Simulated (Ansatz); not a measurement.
Geometry optimisation, RKS PBE0-D4/def2-SVP (Ansatz 0.2.0).

Input file:

```yaml
crystal:
  periodic: [false, false, false]
  atoms:
    - { symbol: Ti, position_ang: [-0.039027, 0.096291, 0.096084] }
    - { symbol: "N", position_ang: [-0.042612, 0.057488, 2.093583] }
    - { symbol: H, position_ang: [-0.910236, 0.015073, 2.625307] }
    - { symbol: H, position_ang: [0.623969, 0.655446, 2.580218] }
    - { symbol: F, position_ang: [1.600086, 0.343187, -0.412233] }
    - { symbol: O, position_ang: [-1.02551, 1.437974, -0.475758] }
    - { symbol: H, position_ang: [-1.942686, 1.588299, -0.727852] }
    - { symbol: F, position_ang: [-0.820191, -1.34028, -0.488155] }
    - { symbol: Cl, position_ang: [1.730041, -2.784999, 1.243343] }
    - { symbol: H, position_ang: [1.058467, -1.901081, 1.982363] }
basis:
  gaussian: { orbitals: def2-SVP }
hamiltonian:
  xc: pbe0
  dispersion: d4
relax:
  f_tol: 0.03
  max_steps: 50
```

Launched with:

```bash
$ ansatz run input.yaml --threads 4 --pin off --max-ram 5120MiB --backend cpu --events-out ev --progress --plain --runs-dir out
```

Q: Where does it end, and by what steps?

A: It converged. After 18 steps the energy has fallen by 0.208 eV; Cl9 moved furthest, 0.60 Å.

```csv
step,energy less start (eV),largest force component (eV/Å),accepted
0,0.0000,1.785,yes
1,-0.1597,0.494,yes
2,-0.1898,0.328,yes
3,-0.1874,0.553,no
4,-0.1992,0.256,yes
5,-0.2018,0.164,yes
6,-0.2037,0.100,yes
7,-0.2043,0.071,yes
8,-0.2047,0.048,yes
9,-0.2053,0.043,yes
10,-0.2055,0.059,yes
11,-0.2058,0.075,yes
12,-0.2060,0.102,yes
13,-0.2063,0.136,yes
14,-0.2065,0.179,yes
15,-0.2068,0.182,yes
16,-0.2035,0.441,no
17,-0.2073,0.051,yes
18,-0.2078,0.014,yes
```

```xyz
10
Properties=species:S:1:pos:R:3
Ti -0.072 0.074 -0.001
N -0.001 -0.079 1.884
H -0.807 -0.390 2.426
H 0.563 0.555 2.451
F 1.550 0.310 -0.574
O -1.024 1.469 -0.476
H -1.890 1.881 -0.426
F -0.884 -1.356 -0.560
Cl 1.766 -2.695 1.836
H 1.033 -1.602 1.957
```

Whether the end is a true minimum wasn't checked by a vibrational analysis.

The run took 48 s on 4 threads of Arm Neoverse V2, on a shared host, peak memory 0.35 GiB.
